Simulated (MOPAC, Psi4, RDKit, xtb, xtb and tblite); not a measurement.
Two geometries of SMILES COC[SiH2]C=O, singlet, relaxed at GFN2-xTB with one dihedral held; other torsions can differ between them too.

Structure A

```
14

C      1.6979    -1.7857    -1.0850
O      0.8553    -0.6760    -0.9362
C      0.7450    -0.2102     0.3956
Si     2.3904     0.3568     1.2195
C      3.4154     1.2363    -0.1448
O      4.5354     0.9218    -0.4579
H      2.7415    -1.5358    -0.8539
H      1.6252    -2.0909    -2.1274
H      1.3822    -2.6149    -0.4393
H      0.2680    -0.9832     1.0176
H      0.0471     0.6279     0.3365
H      2.0566     1.3424     2.2498
H      3.1641    -0.7556     1.7698
H      2.9239     2.0795    -0.6783
```

Structure B

```
14

C      2.1871     0.6311    -0.6731
O      0.8253     0.3127    -0.7340
C      0.3924    -0.5565     0.3090
Si    -0.4652     0.4938     1.6678
C      0.7768     1.8903     2.1138
O      1.5038     1.8783     3.0763
H      2.4453     1.1240     0.2741
H      2.3852     1.3129    -1.4985
H      2.8122    -0.2640    -0.7819
H      1.2288    -1.1566     0.6806
H     -0.3246    -1.2463    -0.1442
H     -1.6429     1.1448     1.0952
H     -0.7405    -0.3235     2.8468
H      0.8229     2.7592     1.4186
```

Q: Which is lower in energy at the level B3LYP-D3(BJ)/def2-TZVP // GFN2-xTB run with Psi4, and by how much?

A: A is lower, by 0.48 kcal/mol (dihedral C1–O2–C3–Si4: 60° in A, 100° in B).

E(B) − E(A) in kcal/mol at the other levels, on the same two geometries: GFN2-xTB (xtb and tblite) 0.41; MMFF94 // GFN2-xTB (RDKit) -0.75; B3LYP/def2-TZVP // GFN2-xTB (Psi4) 0.40; PBE/def2-TZVP // GFN2-xTB (Psi4) 0.55; PBE-D3(BJ)/def2-TZVP // GFN2-xTB (Psi4) 0.58; UFF // GFN2-xTB (RDKit) -1.19; AM1, restricted, heats of formation // GFN2-xTB (MOPAC) -2.18; PM6, restricted, heats of formation // GFN2-xTB (MOPAC) 0.43; GFN1-xTB // GFN2-xTB (xtb) -0.51.
